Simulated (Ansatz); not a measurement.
Basis-set series for trisilylamine (`[SiH3]N([SiH3])[SiH3]`). The species carries charge 0 and has multiplicity 1. The geometry is a stationary point of PBE0-D4/def2-TZVP.

| functional | basis | functions | energy (Eh) | HOMO (eV) | LUMO (eV) |
| --- | --- | --- | --- | --- | --- |
| PBE0-D4 | def2-SVP | 113 | -927.93244 | -7.65 | -0.01 |
| PBE0-D4 | def2-TZVPP | 283 | -928.31200 | -7.74 | -0.41 |
| ωB97M-V | def2-SVP | 113 | -928.25244 | -9.86 | 1.88 |
| ωB97M-V | def2-TZVPP | 283 | -928.63829 | -10.00 | 1.31 |

Q: Give the rows for def2-QZVPP. (Best estimate.)

A: Computed: 
```json
{"functional": "PBE0-D4", "basis": "def2-QZVPP", "functions": "537", "energy (Eh)": "-928.34616", "HOMO (eV)": "-7.75", "LUMO (eV)": "-0.48"}
{"functional": "ωB97M-V", "basis": "def2-QZVPP", "functions": "537", "energy (Eh)": "-928.66971", "HOMO (eV)": "-10.01", "LUMO (eV)": "1.13"}
```

Positive LUMOs are unbound and depend on the basis.
